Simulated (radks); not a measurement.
Isoelectronic series with 1 electrons, each ion in its NIST ground configuration. Method: scalar-relativistic Kohn-Sham, PBE, spin-polarised, spherical densities, finite nucleus; open shells are filled with parallel spins first (spin-orbit coupling, left out, can overturn this in heavy ions); Fermi nuclear charge, rms radius of each element as measured or else 0.836 A^(1/3) + 0.57 fm; computed with a radial shooting solver on a logarithmic mesh with Libxc functionals. Total energies (hartree) and mean radii <r> (bohr):

\begin{tabular}{lrrr}
ion & configuration & E (hartree) & 1s up \\ \hline
Ge31+ & 1s1 & -518.98279 & 0.04605 \\
Se33+ & 1s1 & -586.97390 & 0.04324 \\
Kr35+ & 1s1 & -659.36520 & 0.04073 \\
Sr37+ & 1s1 & -736.20958 & 0.03847 \\
Zr39+ & 1s1 & -817.56394 & 0.03644 \\
Mo41+ & 1s1 & -903.48870 & 0.03459 \\
Ru43+ & 1s1 & -994.05132 & 0.03291 \\
Pd45+ & 1s1 & -1089.32249 & 0.03137 \\
Cd47+ & 1s1 & -1189.37750 & 0.02995 \\
\end{tabular}
